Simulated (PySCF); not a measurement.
Orbital gap (eV) of eight silicon and germanium compounds: PBE beside r2SCAN, computed with PySCF for isolated molecules in the bases named; differences from unrounded values. The eight are the first of their class met in an unordered collection, after screening for sound electronic states; none was chosen by its value. Each molecule has one DFT geometry for both levels.

```json
[
 {"molecule": "CH3Cl2NSi2, SMILES Cl[Si]1(Cl)[SiH2]N=C1", "basis": "def2-TZVP", "r2SCAN": "3.56", "PBE": "3.15", "difference": "-0.40"},
 {"molecule": "C2H3Cl2FSi, SMILES F/C(=C/Cl)[SiH2]Cl", "basis": "def2-TZVP", "r2SCAN": "4.56", "PBE": "4.16", "difference": "-0.40"},
 {"molecule": "FH5SSi2, SMILES [SiH2](S[SiH3])F", "basis": "def2-TZVP", "r2SCAN": "6.05", "PBE": "5.39", "difference": "-0.66"},
 {"molecule": "C3H6FNSi, SMILES C1[C@H](F)N=C[SiH2]1", "basis": "def2-TZVP", "r2SCAN": "4.17", "PBE": "3.74", "difference": "-0.43"},
 {"molecule": "CH7NOSi2, SMILES N1[SiH2]O[SiH2]C1", "basis": "def2-TZVP", "r2SCAN": "5.47", "PBE": "4.77", "difference": "-0.70"},
 {"molecule": "ClF2H3Si2, SMILES F[SiH](F)[SiH2]Cl", "basis": "def2-TZVP", "r2SCAN": "5.82", "PBE": "5.22", "difference": "-0.60"},
 {"molecule": "Si(F)2(Br)(OH) (BrF2HOSi), SMILES O[Si](F)(F)Br", "basis": "def2-TZVP", "r2SCAN": "7.57", "PBE": "6.66", "difference": "-0.91"},
 {"molecule": "C2H6N2OSi, SMILES C[Si@@H](N)OC#N", "basis": "def2-TZVP", "r2SCAN": "7.13", "PBE": "6.20", "difference": "-0.93"}
]
```

PBE lies below r2SCAN in 8 and above it in 0 of the eight; the mean signed difference is -0.63 and the largest -0.93 eV.
